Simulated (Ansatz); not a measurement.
Basis-set extrapolation for C₂H₆N₂Si (`C=N/C=N/[SiH3]`) (PBE0-D4/def2-TZVP geometry, frozen core, the Gaussian-basis code of Ansatz). Multiplicity 1, RHF reference.

|  | def2-TZVPP | def2-QZVPP |
| --- | --- | --- |
| HF | -477.119922 | -477.137705 |
| MP2 correlation | -0.836724 | -0.893895 |
| CCSD(T) correlation | -0.915798 | not run |

Energies in hartree. Use E(X) = E(∞) + A·exp(−7.88·√X) for Hartree–Fock and E(X) = E(∞) + B·X^(−2.97) for correlation, with X = 3 and 4, and add CCSD(T) minus MP2 of the smaller set to the MP2 limit.

Question: What is the CCSD(T) energy at the basis-set limit?

Answer: HF limit: -477.137705 + (-0.017783) × 0.13774 = -477.14015. MP2 limit: -0.893895 + (-0.057171) × 0.74074 = -0.93624. Higher-order term: -0.915798 − (-0.836724) = -0.07907. Total: -478.15546 hartree, 314.4 kJ/mol below CCSD(T)/def2-TZVPP.
